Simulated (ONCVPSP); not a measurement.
Transferability test, ONCV potential for Ir (Z = 77)

- Element: iridium (Ir)
- Generator: ONCVPSP 4.0.1
- Type: optimised norm-conserving Vanderbilt (ONCV)
- Functional: PBE
- Relativity: scalar-relativistic
- Frozen core: [Kr] 4d10 4f14
- Valence charge: 17
- Reference configuration: 5s2 5p6 5d7 6s1 (charge +1)
- Partial waves: 5s+6s: rc 1.40 bohr, ncon 4, nbas 8, qcut 9 1/bohr, 2 projectors; 5p: rc 1.70 bohr, ncon 4, nbas 8, qcut 8.6 1/bohr, 3 projectors, debl 3.9 Ha; 5d: rc 2.45 bohr, ncon 5, nbas 9, qcut 5.2 1/bohr, 2 projectors, debl 1.1 Ha; f scattering state at 0.03 Ha: rc 2.20 bohr, ncon 4, nbas 7, qcut 4.7 1/bohr, 2 projectors, debl 0.6 Ha
- Local potential: polynomial inside 1.15 bohr (lpopt 5, dvloc0 -1 Ha)
- Core correction: Teter function, fcfact 2.75, rcfact 1.4

Energies are relative to the spin-unpolarised reference configuration 5s2 5p6 5d7 6s1; without spin polarisation the order of configurations can differ from experiment.

```csv
valence configuration,charge,ΔE all-electron (eV),error AE − PS (meV)
5s2 5p6 5d7 6s2,0,-9.880,+4.3
5s2 5p6 5d7 6s0,+2,17.469,-6.0
5s1 5p6 5d7 6s2,+1,94.949,-291
```

Problem. What are ΔE and the potential's error for 5s2 5p6 5d6 6s0?

Solution. ΔE = 48.010 eV all-electron; the error (AE − PS) is -1.4 meV.
